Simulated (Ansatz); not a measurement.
Gas-phase electronic energies from Ansatz, PBE0-D4/def2-TZVP geometries. CCSD(T)/CBS adds triple-zeta CCSD(T) − MP2 to the extrapolated MP2 energy (def2 sets, frozen cores). This one scheme is used for every species. DFT in def2-TZVPP. One conformer a species, not always the lowest.

Reaction (ligand exchange at a B–O bond): `C[SiH2]OB[SiH3]` + `N=C=CN` → `N=C=CNB[SiH3]` + `C[SiH2]O`

```json
{"species": "`C[SiH2]OB[SiH3]`", "PBE-D4 energy (Eh)": "-722.23450"}
{"species": "`N=C=CN`", "PBE-D4 energy (Eh)": "-187.91284"}
{"species": "`N=C=CNB[SiH3]`", "PBE-D4 energy (Eh)": "-503.90815"}
{"species": "`C[SiH2]O`", "PBE-D4 energy (Eh)": "-406.25083"}
```

(1) Work out ΔE.

Largest T1 diagnostic among the species: 0.016.

Results:

(1) ΔE = (-503.90815) + (-406.25083) − (-722.23450) − (-187.91284) = -0.01164 Eh = -0.32 eV. CCSD(T)/CBS gives -0.25 eV.

In def2-TZVPP, CCSD(T) changes the Hartree–Fock value by −0.17 eV (the triples alone add −0.03 eV) and MP2 by −0.21 eV. From PBE to PBE0 (25 % exact exchange), in def2-TZVPP and without D4, ΔE moves by +0.03 eV.
